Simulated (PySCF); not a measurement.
The scaffold SiF3-X carries different groups X. All species are isolated molecules in the gas phase. Strings in code marks are SMILES.

These are PySCF with PBE-D3(BJ)/def2-TZVP values and carry that method's errors. Excitations are Tamm–Dancoff values on a coarser integration grid. The basis has no diffuse functions, so Rydberg states are missing or too high.

```
species                            HOMO (eV)   LUMO (eV)  S1 excitation (TDA) (eV)  S1 oscillator strength
--------------------------------  ----------  ----------  ------------------------  ----------------------
X = H (`F[SiH](F)F`)                   -9.58  (withheld)                (withheld)                   0.063
X = bromo (`F[Si](Br)(F)F`)            -8.23       -1.33                      7.15                   0.015
X = iodo (`F[Si](F)(F)I`)              -7.42       -1.90                      5.79                   0.006
X = amino (`N[Si](F)(F)F`)             -7.10       -0.52                      6.84                   0.039
X = silyl (`F[Si](F)(F)[SiH3]`)        -8.11  (withheld)                      7.46                   0.036
X = selanyl (`F[Si](F)(F)[SeH]`)  (withheld)       -1.49                (withheld)              (withheld)
```

Problem. Some entries are withheld; supply them.

Solution. 
- X = H (`F[SiH](F)F`), LUMO (eV): 0.04
- X = H (`F[SiH](F)F`), S1 excitation (TDA) (eV): 9.99
- X = silyl (`F[Si](F)(F)[SiH3]`), LUMO (eV): -1.23
- X = selanyl (`F[Si](F)(F)[SeH]`), HOMO (eV): -6.80
- X = selanyl (`F[Si](F)(F)[SeH]`), S1 excitation (TDA) (eV): 5.50
- X = selanyl (`F[Si](F)(F)[SeH]`), S1 oscillator strength: 0.000
